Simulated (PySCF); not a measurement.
# Oxygen: a sound run and one with changed settings

Sound run: O²⁺ [He] 2s2 2p2, O³⁺ [He] 2s2 2p1. Computed with PySCF 2.14 in cc-pVTZ-DK, with the spin-free X2C one-electron Hamiltonian (Gaussian nucleus). In the sound run the correlated levels freeze 1s2. The sound run starts from symmetry-adapted Hartree-Fock orbitals and uses a fine grid where one is needed.

Changed run: basis STO-3G, all-electron and non-relativistic. This setting is unsound on purpose.

| species | method | sound run (hartree) | changed run (hartree) | converged |
| --- | --- | --- | --- | --- |
| O²⁺ | UHF | -73.15288 | -72.10797 | yes |
| O²⁺ | M06-L | -73.33177 | -72.24471 | yes |
| O²⁺ | r2SCAN | -73.30183 | -72.23888 | yes |
| O²⁺ | MP2 | -73.22769 | -72.11973 | yes |
| O²⁺ | CCSD(T) | -73.25061 | -72.12986 | yes |
| O³⁺ | UHF | -71.14751 | -70.03453 | yes |
| O³⁺ | M06-L | -71.29913 | -70.14817 | yes |
| O³⁺ | r2SCAN | -71.25999 | -70.13341 | yes |
| O³⁺ | MP2 | -71.20847 | -70.05893 | yes |
| O³⁺ | CCSD(T) | -71.23879 | -70.07898 | yes |

Ionisation energy of O²⁺:

```
 method  sound run (eV)  changed run (eV)
    UHF          54.569            56.421
  M06-L          55.311            57.050
 r2SCAN          55.561            57.293
    MP2          54.946            56.077
SCS-MP2          54.802            56.008
   CCSD          54.734            55.807
CCSD(T)          54.744            55.807
```

A minimal basis cannot let orbitals breathe on ionisation and holds almost no correlation. The Hamiltonian changed with the basis, so the totals do not compare.

For comparison, NIST gives 54.936 eV between the lowest levels.
